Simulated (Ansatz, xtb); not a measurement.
# CH3OSSi+: which of two isomers lies lower

We compare a, `C1=[S+][SiH2]O1`, a singlet, with b, `C1O[SiH]=[S+]1`, a singlet. Both are isolated ions in the gas phase, relaxed with B3LYP/6-31G*.

a (Å):

```tsv
atom	x (Å)	y (Å)	z (Å)
C	0.0539	1.3336	-1.2883
O	-0.5380	1.5700	-0.1630
S	1.5086	0.4604	-1.1555
Si	0.6573	0.7580	0.8841
H	-0.3946	1.6923	-2.2168
H	1.3707	1.7424	1.7074
H	0.0759	-0.4484	1.4865
```

b (Å):

```yaml
atoms:
  - { symbol: C, position_ang: [1.0304, 1.7509, -0.0513] }
  - { symbol: O, position_ang: [-0.2605, 1.5835, -0.6956] }
  - { symbol: S, position_ang: [1.2941, 0.0514, 0.7859] }
  - { symbol: Si, position_ang: [-0.4960, 0.0501, -0.2014] }
  - { symbol: H, position_ang: [0.9743, 2.5335, 0.7050] }
  - { symbol: H, position_ang: [1.8045, 1.9213, -0.7993] }
  - { symbol: H, position_ang: [-1.6622, -0.7944, -0.5011] }
```

Task: Estimate E(b) − E(a) at the level CCSD(T)/def2-TZVP.

Result: Calculated at CCSD(T)/def2-TZVP: E(b) − E(a) = +26.6 kJ/mol, so structure a lies lower.

The same difference at several levels:

```json
{"level": "GFN2-xTB", "geometry": "GFN2-xTB", "E(b) − E(a) (kJ/mol)": "−5.9", "departure from the last row (kJ/mol)": "−32.5", "job, with rough time for the two": "optimisation, 0.14 s"}
{"level": "HF/STO-3G", "geometry": "GFN2-xTB", "E(b) − E(a) (kJ/mol)": "+19.7", "departure from the last row (kJ/mol)": "−6.9", "job, with rough time for the two": "single point, 0.32 s"}
{"level": "r2SCAN-D4/def2-SVP", "geometry": "GFN2-xTB", "E(b) − E(a) (kJ/mol)": "+36.9", "departure from the last row (kJ/mol)": "+10.3", "job, with rough time for the two": "single point, 2.6 s"}
{"level": "B3LYP/6-31G*", "geometry": "B3LYP/6-31G*", "E(b) − E(a) (kJ/mol)": "+35.4", "departure from the last row (kJ/mol)": "+8.8", "job, with rough time for the two": "optimisation, 27 s"}
{"level": "HF/def2-TZVP", "geometry": "B3LYP/6-31G*", "E(b) − E(a) (kJ/mol)": "+42.4", "departure from the last row (kJ/mol)": "+15.8", "job, with rough time for the two": "part of the CCSD(T) run"}
{"level": "MP2/def2-TZVP", "geometry": "B3LYP/6-31G*", "E(b) − E(a) (kJ/mol)": "+20.5", "departure from the last row (kJ/mol)": "−6.1", "job, with rough time for the two": "part of the CCSD(T) run"}
{"level": "CCSD(T)/def2-TZVP", "geometry": "B3LYP/6-31G*", "E(b) − E(a) (kJ/mol)": "+26.6", "departure from the last row (kJ/mol)": "", "job, with rough time for the two": "single point, 48 s"}
```

As drawn, b has 1 S=Si, 1 C–S, 1 C–H in place of 1 C=S, 1 S–Si, 1 Si–H.

GFN2-xTB puts the two in the other order. The largest departure from CCSD(T)/def2-TZVP is that of GFN2-xTB, 32.5 kJ/mol.

With harmonic frequencies from B3LYP/6-31G* (ideal gas, rigid rotor, one conformer each, 600 K, 1 atm): on the last row, ΔE + ΔZPE = +34.8, ΔH = +33.5, ΔG = +35.9 kJ/mol.

The T1 diagnostic of structure a is large, so the coupled-cluster value is less sure. The correlated steps freeze 12 core orbitals. Programs: Ansatz 0.2.0, xtb 6.7.1; the last row on 1 thread of Intel(R) Xeon(R) Platinum 8488C (Sapphire Rapids) on a shared host.
